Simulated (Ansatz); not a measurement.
BrCl, charge +1, doublet, at a GFN2-xTB geometry (a state made from the parent by changing its charge; the spin is typed, not shown lowest). Base run: B3LYP/STO-3G run with Ansatz (a quantum-chemistry and plane-wave program).

Geometry (Å):
```xyz
2

Cl     0.0000     0.0000    -1.3935
Br     0.0000     0.0000     0.6769
```
Charge +1, spin multiplicity 2.
Orbitals are unrestricted.
All else is at Ansatz's defaults.

Each row names what was changed in the base input (with any setting that the change needs).

```tsv
change	basis functions	E (Eh)
base	27	-3000.79556
basis = x2c-SVPall; relativity = spin-free X2C	50	-3066.89503
basis = jorge-DZP-DKH; relativity = spin-free X2C; nucleus = Gaussian	67	-3067.35738
basis = cc-pVTZ-DK; relativity = none	77	-3012.13877
basis = x2c-SVPall; relativity = none	50	-3018.97072
basis = jorge-DZP-DKH; relativity = spin-free X2C	67	-3067.37642
basis = jorge-DZP-DKH; relativity = none	67	-3026.07412
basis = cc-pVTZ-DK; relativity = spin-free X2C	77	-3067.55322
basis = x2c-SVPall; relativity = spin-free X2C; nucleus = Gaussian	50	-3066.87852
basis = cc-pVTZ-DK; relativity = spin-free X2C; nucleus = Gaussian	77	-3067.53177
```

Totals shift with the method and basis; they matter in differences.

Ansatz warned in this series: the basis is contracted for relativity, which the run leaves out.

Basis sets contracted for a relativistic Hamiltonian are a mismatch without it, so the rows without relativity aren't non-relativistic limits. No row has spin-orbit coupling; sets with core potentials leave out the core electrons.
